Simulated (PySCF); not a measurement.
Ethylcyclopentane, C7H14.
Atom-mapped SMILES: `[CH3:1][CH2:2][CH:3]1[CH2:4][CH2:5][CH2:6][CH2:7]1`

Cartesian coordinates in Å at the GFN2-xTB level; atoms count from 1:
```
atom  x, y, z in Å
C1     2.6583   -0.4652    0.2061
C2     1.5655    0.5525   -0.1001
C3     0.2210    0.1622    0.5104
C4    -0.8360    1.2653    0.3697
C5    -2.1575    0.5082    0.4258
C6    -1.8789   -0.7157   -0.4440
C7    -0.4164   -1.0811   -0.1470
H8     2.3913   -1.4455   -0.1811
H9     2.8057   -0.5526    1.2804
H10    3.6008   -0.1629   -0.2449
H11    1.8626    1.5273    0.2949
H12    1.4539    0.6548   -1.1823
H13    0.3739   -0.0351    1.5762
H14   -0.7335    1.7543   -0.6011
H15   -0.7473    2.0228    1.1476
H16   -2.9998    1.0962    0.0632
H17   -2.3666    0.2009    1.4521
H18   -1.9916   -0.4457   -1.4952
H19   -2.5603   -1.5395   -0.2349
H20    0.1066   -1.3464   -1.0657
H21   -0.3607   -1.9379    0.5241
```

Probes without a nucleus sit at each ring's centroid and 1 Å off its mean plane on both sides; NICS is minus the shielding there, NICSzz its component along the normal. Level: GIAO PBE0/pcSseg-1 (PySCF, non-relativistic, gas phase) on the GFN2-xTB geometry, one conformer.

Ring bond lengths (Å), with Mayer bond orders in brackets: C3–C4 1.534 (1.01), C4–C5 1.524 (1.03), C5–C6 1.527 (1.04), C6–C7 1.536 (1.04), C7–C3 1.544 (0.99).

Question: Give the NICS values of each ring in ppm.

Answer: 
| ring | type | NICS(0) | NICS(1), two faces | NICS(1)zz, two faces | rms pucker (Å) | centre to ring atoms, mean (Å) |
| --- | --- | --- | --- | --- | --- | --- |
| C3–C4–C5–C6–C7 | 5-membered carbocycle; formal bonds all single | -5.2 | -3.9 / -4.0 | -3.7 / -3.0 | 0.18 | 1.28 |

Question: What can be read from them?

Answer: 
- C3–C4–C5–C6–C7: mean NICS(1)zz -3.4 ppm, shielded. C3, C4, C5, C6, C7 have four or more neighbours, so the value isn't read as a sign of a π ring current.

Question: At the first NICS(1) probe listed for ring C3–C4–C5–C6–C7, 1 Å off the ring, how large is the induced field along the normal in 14.1 T applied along it?

Answer: NICSzz × B0 = -3.7 ppm × 14.1 T = -52 μT, against the applied field.
